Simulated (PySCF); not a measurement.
**Removing an electron from methane selenol**

Compound: methane selenol, CH4Se.
Structure used (PBE0-D3(BJ)/def2-TZVP), in Å, numbered top down from 1:
```xyz
6
CH4Se angstrom
C     -0.5338   -0.1003    0.0160
Se     1.3287   -0.5595   -0.3312
H     -0.6770    0.1426    1.0661
H     -0.8480    0.7238   -0.6198
H     -1.1128   -0.9885   -0.2314
H      1.8659    0.7512    0.0553
```

Level: wB97X-D/aug-cc-pVTZ (PySCF). Frontier orbitals with their largest atomic shares (Löwdin; up to four atoms above 4 %):

```tsv
orbital	ε (eV)	main atoms
HOMO−3	-14.03	C1 51 %, H3 17 %, H4 17 %, H5 7 %
HOMO−2	-12.46	C1 32 %, Se2 29 %, H6 21 %, H5 11 %
HOMO−1	-11.01	Se2 57 %, C1 22 %, H6 12 %
HOMO	-8.36	?
LUMO	0.75	H4 24 %, H3 24 %, H5 23 %, H6 20 %
LUMO+1	1.12	H6 45 %, Se2 23 %, C1 16 %, H5 15 %
LUMO+2	1.37	H4 34 %, H3 33 %, C1 18 %, Se2 15 %
```

What vertical ionisation energy does ΔSCF give, and how far is −ε(HOMO) from it?

ΔSCF: 8.97 eV (865 kJ/mol; threshold wavelength 138 nm); ⟨S²⟩ of the doublet left behind is 0.753, against 0.75 for a pure doublet. −ε(HOMO) is 8.36 eV, 0.61 eV below it. In exact Kohn–Sham theory the two would be equal; wB97X-D (range-separated hybrid) falls short of its own ΔSCF value by 7 %.

On which atoms does the HOMO lie?

Se2 (selenium bonded to C and H) 69 %, C1 (sp3 carbon bound to selenium) 15 %, H6 (hydrogen on selenium) 12 %, so more than half of it is on one atom. The HOMO−1 lies 2.65 eV lower.

Shift the occupied levels rigidly so that −ε(HOMO) equals the ΔSCF value. What binding energies result?

The shift is +0.61 eV: HOMO 8.97, HOMO−1 11.62, HOMO−2 13.07, HOMO−3 14.64 eV. A rigid shift is only a rough guide to the deeper ionisations.

With α = 43.9 au, estimate the like-pair dispersion coefficient by London's formula C6 = (3/4)α²I.

I = 0.3295 Eh, so C6 ≈ 477 au, a rough estimate.

How many of the 10 lowest singlet excitations (vertical TDDFT, same level) lie below the ionisation energy?

All 10; they run from 4.83 to 7.75 eV.

Geometry: PBE0-D3(BJ)/def2-TZVP; no solvent, vibrations or thermal averaging. The calculation is non-relativistic, for selenium too.

These values come from a run that also computed excited states and ΔSCF ions. Time: 14 s wall; peak memory 0.76 GiB. Hardware: an Intel Xeon 6975P-C with one thread, shared host with 192 logical CPUs at a one-minute load of 38.

The pairwise dispersion term of wB97X-D wasn't added to the energies; at a given geometry it leaves orbitals and properties as they are.
